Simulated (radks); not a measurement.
Values are calculated unless marked as measured or tabulated.
The bismuth ion Bi+ inside a hard spherical wall (all orbitals vanish at R), configuration held at [Hg] 6p2 and not refilled when levels cross. Level of theory: scalar-relativistic Kohn-Sham, r2SCAN, spin-polarised, spherical densities, finite nucleus; open shells are filled with parallel spins first (spin-orbit coupling, left out, can overturn this in heavy ions); meta-GGA in the generalised Kohn-Sham scheme; Fermi nuclear charge, rms radius 5.5211 fm (a radial shooting solver on a logarithmic mesh with Libxc functionals). Eigenvalues in eV for spin up, with the zero of energy where the potential of the charges vanishes at infinity; a dash marks a level that is unbound or too diffuse for the functional's potential to be trusted. A positive occupied level is held by the wall or, in an anion where self-interaction has pushed it up, behind a barrier. The pressure on the wall is -dE/dV.

R (bohr),E (hartree),kinetic (hartree),e(5p),e(5d),e(6s),e(6p),"e(7s, empty)","e(6d, empty)",pressure (GPa)
free,-21526.5484,24399.917,-106.37,-35.991,-23.279,-12.354,-,-,0
20,-21526.5484,24399.917,-106.37,-35.991,-23.279,-12.354,-,-,< 0.0001
15,-21526.5484,24399.917,-106.37,-35.991,-23.279,-12.354,-4.151,-2.736,< 0.0001
8,-21526.5478,24399.924,-106.34,-35.958,-23.254,-12.326,-3.139,-2.054,0.0354
6,-21526.5340,24400.040,-105.92,-35.560,-22.960,-11.910,0.609,-0.023,1.47
3.5,-21525.7647,24404.051,-99.194,-29.362,-16.324,-1.356,42.900,22.181,262
3,-21524.6142,24409.305,-93.570,-24.124,-8.537,10.034,77.714,41.018,955
2.5,-21521.2823,24423.483,-82.304,-12.913,11.052,36.841,148.30,80.013,4210
1.5,-21461.8326,24633.569,14.458,102.39,262.48,333.62,754.00,426.30,202000
